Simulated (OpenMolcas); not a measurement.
Co5+: effect of the active space

```yaml
Program: OpenMolcas
Method: MS-CASPT2, IPEA 0.25 Eh, imaginary shift 0.1 Eh
Basis: ANO-RCC-VTZP
Scalar_Hamiltonian: DKH2, point nucleus
Spin-orbit_coupling: state interaction with AMFI integrals over the reference wave functions, term energies averaged over their components
```

A. 4 electrons in 5 orbitals (3d); 2S+1 = 5 even, 5 roots; 2S+1 = 3 even, 45 roots; 2S+1 = 1 even, 50 roots; closed shells correlated: 3s 3p; CASPT2 step roughly 13 core-seconds
B. 4 electrons in 10 orbitals (3d 4d); 2S+1 = 5 even, 5 roots; 2S+1 = 3 even, 45 roots; 2S+1 = 1 even, 44 roots; closed shells correlated: 3s 3p; CASPT2 step of the order of 19 core-minutes

Energies in cm-1 above 3d4 5D0, the measured ground level; measured values from Sugar and Corliss, J. Phys. Chem. Ref. Data 10, 1097 (1981).

| Level | A | B | Measured |
| --- | --- | --- | --- |
| 3d4 5D0 | 0.0 | 0.0 | 0.0 |
| 3d4 5D1 | 221 | 222 | 204 |
| 3d4 5D2 | 644 | 646 | 589 |
| 3d4 5D3 | 1241 | 1246 | 1125 |
| 3d4 5D4 | 1985 | 1996 | 1782 |
| 3d4 3P0(1) | 28460 | 28570 | 27166 |
| 3d4 3H4 | 29600 | 29710 | 28377 |
| 3d4 3P1(1) | 29780 | 29900 | 28462 |
| 3d4 3H5 | 30100 | 30220 | 28806 |
| 3d4 3H6 | 30630 | 30770 | 29234 |
| 3d4 3P2(1) | 31960 | 32070 | 30506 |
| 3d4 3F2(1) | 32000 | 32120 | 30555 |
| 3d4 3F3(1) | 32100 | 32220 | 30635 |
| 3d4 3F4(1) | 32330 | 32460 | 30817 |
| 3d4 3G3 | 35630 | 35690 | 34026 |
| 3d4 3G4 | 36170 | 36250 | 34475 |
| 3d4 3G5 | 36600 | 36690 | 34855 |
| 3d4 3D3 | 43790 | 43830 | 41676 |
| 3d4 3D2 | 43970 | 44010 | 41856 |
| 3d4 3D1 | 44170 | 44190 | 42098 |
| 3d4 1G4(1) | 44470 | 44690 | 41926 |
| 3d4 1I6 | 44930 | 45240 | 42800 |
| 3d4 1F3 | 62920 | 63140 | 59930 |
| 3d4 3P2(2) | 73790 | 73640 | 70164 |

Deviations, from unrounded energies. A percentage is the sum of absolute deviations over the sum of measured energies, with the sign that they share, or ± where signs differ.

```csv
Against measurement,Levels,A,B
mean absolute deviation (cm-1),23,1500,1600
fine structure of the ground term (%),4,+10.6,+11.1
other terms of the ground configuration (%),19,+4.9,+5.2
```

A lies closest to measurement on these levels. The largest miss of A in the table is 3d4 3P2(2), by +3600 cm-1. The ranking rests on the paired levels alone, and a cruder setting can come out closer through cancelling errors.

The spin-orbit steps hold different terms of 3d4 (B lacks a 1D, a 1S), which shifts levels as well.

The two smallest mean deviations differ by little beside CASPT2's spread within terms, so their order carries little weight.

Between A and B the level of the table that moves most is 3d4 1I6, by 310 cm-1 (lowest in A, highest in B). Moves below CASPT2's spread within the term are not significant.

CASPT2 does not keep the components of a term degenerate, so their means are used; among the terms shown or strongly mixed into the levels shown the widest spread is 1000 cm-1 (3d4 1I, A). The CASPT2 spread within a term exceeds the gap to the next term for 3d4 3D and 3d4 1G(1), 3d4 1G(1) and 3d4 1I, so the order of their levels is uncertain (holds for A). Active for correlation alone: 4d; no level in the range computed is led by a configuration that fills it, so any true level of that kind is missing (holds for B). Measured partners are found by configuration, term and J. A level has none where our copy of the source lacks it or the pairing is in doubt (some pairs that miss far off the trend of their configuration count as doubtful), and it then counts in no deviation. Only configurations of the active space appear. Levels that lie high or do not pair safely by name in every column are left out.

A number in round brackets counts repeated terms of one configuration in the order of the reference energies.
